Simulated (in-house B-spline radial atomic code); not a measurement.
**HSE06 excitations of the oxygen ion O⁶⁺**

Method: HSE06. Computed with a B-spline radial code for spherical atoms: linear response of the closed shell 1s2 with the functional's adiabatic kernel; non-relativistic, point nucleus, no spin-orbit coupling, no double excitations, S, P, D and F terms only.

Command:
```bash
python run_td.py task.json out
```
Settings (radii: box in bohr, nucleus in fm):
```
Z                        8
electrons                2
configuration            1s2
hamiltonian              nr
method                   hse06
box_radius               14.35
intervals                47
```

Cost of the run: 0.1 s on 1 thread of Intel(R) Xeon(R) Platinum 8488C (Sapphire Rapids) (shared host).

The lowest states, in the order of their Tamm-Dancoff energies; the method's threshold (minus the highest occupied level) is 703.44 eV. Labels give the largest channel, * marks a mixed state, and oscillator strengths are full-response dipole values. Semilocal kernels can invert the small singlet-triplet splittings of Rydberg terms. Energies in eV:

```json
{"state": "1s → 2s 3S", "full response": "548.08", "Tamm-Dancoff": "548.11", "oscillator strength": "-"}
{"state": "1s → 2s 1S", "full response": "555.68", "Tamm-Dancoff": "555.78", "oscillator strength": "-"}
{"state": "1s → 2p 3P", "full response": "556.46", "Tamm-Dancoff": "556.49", "oscillator strength": "-"}
{"state": "1s → 2p 1P", "full response": "561.62", "Tamm-Dancoff": "561.65", "oscillator strength": "0.645"}
{"state": "1s → 3s 3S", "full response": "?", "Tamm-Dancoff": "?", "oscillator strength": "-"}
{"state": "1s → 3s 1S", "full response": "641.14", "Tamm-Dancoff": "641.16", "oscillator strength": "-"}
{"state": "1s → 3p 3P", "full response": "641.82", "Tamm-Dancoff": "641.83", "oscillator strength": "-"}
{"state": "1s → 3p 1P", "full response": "?", "Tamm-Dancoff": "?", "oscillator strength": "?"}
{"state": "1s → 3d 3D", "full response": "643.88", "Tamm-Dancoff": "643.88", "oscillator strength": "-"}
{"state": "1s → 3d 1D", "full response": "643.93", "Tamm-Dancoff": "643.93", "oscillator strength": "-"}
{"state": "1s → 4s 3S", "full response": "668.62", "Tamm-Dancoff": "668.62", "oscillator strength": "-"}
{"state": "1s → 4s 1S", "full response": "669.35", "Tamm-Dancoff": "669.36", "oscillator strength": "-"}
{"state": "1s → 4p 3P", "full response": "669.66", "Tamm-Dancoff": "669.67", "oscillator strength": "-"}
{"state": "1s → 4p 1P", "full response": "670.19", "Tamm-Dancoff": "670.19", "oscillator strength": "0.0491"}
{"state": "1s → 4d 3D", "full response": "670.45", "Tamm-Dancoff": "670.45", "oscillator strength": "-"}
{"state": "1s → 4d 1D", "full response": "670.48", "Tamm-Dancoff": "670.48", "oscillator strength": "-"}
```

(1) Where does 1s → 3s 3S lie?

(2) Where does 1s → 3p 1P lie?

(3) How large is the singlet-triplet splitting of 1s → 2s (S terms) in Tamm-Dancoff?

(4) What polarisabilities and dispersion coefficient does the method give?

Results:

(1) At 639.28 eV in full response, 639.29 eV in Tamm-Dancoff.

(2) At 643.13 eV in full response, 643.14 eV in Tamm-Dancoff, oscillator strength 0.13.

(3) 7.66 eV, from the unrounded values.

(4) Dipole 0.002701 bohr³, quadrupole 0.0001702 bohr⁵, C6 0.0001332 hartree·bohr⁶ for two such species.
